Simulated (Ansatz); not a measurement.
Consider the formal exchange of groups at the Al–Se bond: `C[Se][AlH][F]` + `N=CO` → `N=[C](O)[AlH][F]` + `C[SeH]`.

Calculated with Ansatz (gas phase, PBE0-D4/def2-TZVP geometries, no zero-point term in ΔE). CCSD(T)/CBS is the MP2 limit (def2-TZVPP, def2-QZVPP) plus CCSD(T) − MP2 in def2-TZVPP, frozen cores. This one scheme is used for every species. DFT in def2-TZVPP. HSE06 is defined as in plane-wave codes. For Se outer-core shells are correlated without core-valence functions, which leaves a few kJ/mol of doubt a bond. Scalar relativity is left out up to krypton. Each species was taken in one conformer, which may not be the lowest.

```json
{"level": "LDA (SPW92)", "ΔE (kJ/mol)": "132.0", "difference from CCSD(T)/CBS": "-3.0"}
{"level": "BLYP-D4", "ΔE (kJ/mol)": "122.8", "difference from CCSD(T)/CBS": "-12.2"}
{"level": "HSE06-D4", "ΔE (kJ/mol)": "136.8", "difference from CCSD(T)/CBS": "1.8"}
{"level": "ωB97X-V", "ΔE (kJ/mol)": "130.4", "difference from CCSD(T)/CBS": "-4.6"}
{"level": "PBE-QIDH", "ΔE (kJ/mol)": "139.4", "difference from CCSD(T)/CBS": "4.4"}
{"level": "revPBE", "ΔE (kJ/mol)": "128.0", "difference from CCSD(T)/CBS": "-7.0"}
{"level": "BHLYP", "ΔE (kJ/mol)": "134.5", "difference from CCSD(T)/CBS": "-0.5"}
{"level": "LC-ωPBE", "ΔE (kJ/mol)": "133.4", "difference from CCSD(T)/CBS": "-1.6"}
{"level": "CCSD/def2-TZVPP", "ΔE (kJ/mol)": "131.6", "difference from CCSD(T)/CBS": "-3.4"}
{"level": "SCS-MP2/def2-QZVPP", "ΔE (kJ/mol)": "134.7", "difference from CCSD(T)/CBS": "-0.3"}
{"level": "CCSD(T)/CBS", "ΔE (kJ/mol)": "135.0", "difference from CCSD(T)/CBS": "0"}
```

Largest T1 diagnostic among the species: 0.015.

From r2SCAN to r2SCAN0 (25 % exact exchange), in def2-TZVPP and without D4, ΔE moves by +3.9 kJ/mol. In def2-TZVPP, CCSD(T) changes the Hartree–Fock value by −9.4 kJ/mol (the triples alone add −0.9 kJ/mol) and MP2 by −3.9 kJ/mol.
